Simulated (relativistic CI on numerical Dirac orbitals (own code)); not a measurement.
## Ne³⁺: calculation against measurement

Calculated at this level of theory: Dirac-Coulomb-Breit CI, orbitals from a KLI potential per configuration, a model potential for QED, valence Slater integrals scaled by 0.85, P86 correlation energy added to each configuration (own radial code, finite nucleus).

Configuration list (outside the closed core 1s2): 2s2.2p3, 2s.2p4, 2p5, 2s2.2p2.3s, 2s2.2p2.3p, 2s2.2p2.3d, 2s2.2p2.4s, 2p4.3s, 2s2.2p2.4p, 2s.2p3.3s, 2s2.2p2.4d, 2s2.2p2.4f, 2p4.3p, 2s2.2p.3s2, 2s.2p3.3p, 2p4.3d. Levels of other configurations are missing.

| Configuration | Term (tabulated) | J | Measured (cm⁻¹) | Computed | Error | Purity (%) |
| --- | --- | --- | --- | --- | --- | --- |
| 2s2.2p3 | 4S° | 3/2 | 0.0 | 0 | 0 | 100 |
| 2s.2p4 | 4P | 5/2 | 183860.0 | 187743 | 3883 | 99 |
| 2s.2p4 | 4P | 3/2 | 184477.0 | 188352 | 3875 | 99 |
| 2s.2p4 | 4P | 1/2 | 184799.0 | 188673 | 3874 | 99 |
| 2s2.2p2.3s | 4P | 1/2 | 478701.0 | 475316 | -3385 | 98 |
| 2s2.2p2.3s | 4P | 3/2 | 479079.0 | 475698 | -3381 | 98 |
| 2s2.2p2.3s | 4P | 5/2 | 479651.0 | 476274 | -3377 | 98 |
| 2s2.2p2.3p | 4P° | 3/2 | 524676.0 | 522373 | -2303 | 97 |
| 2s2.2p2.3p | 4P° | 5/2 | 525017.0 | 522719 | -2298 | 97 |
| 2s2.2p2.3p | 4S° | 3/2 | 532978.0 | 531668 | -1310 | 93 |
| 2s2.2p2.3d | 4P | 5/2 | 579307.0 | 576540 | -2767 | 96 |
| 2s2.2p2.3d | 4P | 3/2 | 579626.0 | 576821 | -2805 | 97 |
| 2s2.2p2.3d | 4P | 1/2 | 579737.0 | 576969 | -2768 | 97 |
| 2s2.2p2.4s | 4P | 1/2 | 633465.0 | 634917 | 1452 | 96 |
| 2s2.2p2.4s | 4P | 3/2 | 633790.0 | 635287 | 1497 | 96 |
| 2s2.2p2.4s | 4P | 5/2 | 634413.0 | 635876 | 1463 | 97 |
| 2s2.2p2.4p | 4D° | 1/2 | 641908.0 | 648913 | 7005 | 80 |
| 2s2.2p2.4p | 4D° | 3/2 | 642184.0 | 649064 | 6880 | 79 |
| 2s2.2p2.4p | 4D° | 5/2 | 642472.0 | 649319 | 6847 | 78 |
| 2s2.2p2.4p | 4D° | 7/2 | 642934.0 | 649676 | 6742 | 78 |
| 2s2.2p2.4p | 4P° † | 1/2 | 643239.0 | 651776 | 8537 | 96 |
| 2s2.2p2.4p | 4P° † | 3/2 | 643672.0 | 651902 | 8230 | 97 |
| 2s2.2p2.4p | 4P° | 5/2 | 643975.0 | 652242 | 8267 | 97 |
| 2s2.2p2.4d | 4P | 5/2 | 671402.0 | 672056 | 654 | 95 |
| 2s2.2p2.4d | 4P | 3/2 | 672102.0 | 672337 | 235 | 97 |

Measured levels from Moore, Atomic Energy Levels, vol. I, NSRDS-NBS 35 (1971 reprint of NBS Circular 467, 1949); pairs were made by configuration, J and term (by order where the table uses no LS term), so strongly mixed levels may be paired wrongly. The analysis dates from before 1960.

Mean error by configuration (cm⁻¹): 2s.2p4 3877; 2s2.2p2.3s -3381; 2s2.2p2.3p -1970; 2s2.2p2.3d -2780; 2s2.2p2.4s 1471; 2s2.2p2.4p 7148; 2s2.2p2.4d 445. Over the excited levels the mean absolute error is 3503 cm⁻¹ (24 of the 27 excited levels that our extract of the source holds in range could be paired, and the others can miss by more), and the median relative error of those above 1,000 cm⁻¹ is 0.59 %. Some levels of the ground configuration have no partner. † marks terms whose computed intervals miss the measured ones by more than a factor of 2.5, or configurations far off the rest, from wrong mixing, a near crossing or a doubtful label or measurement; they are left out of the means.
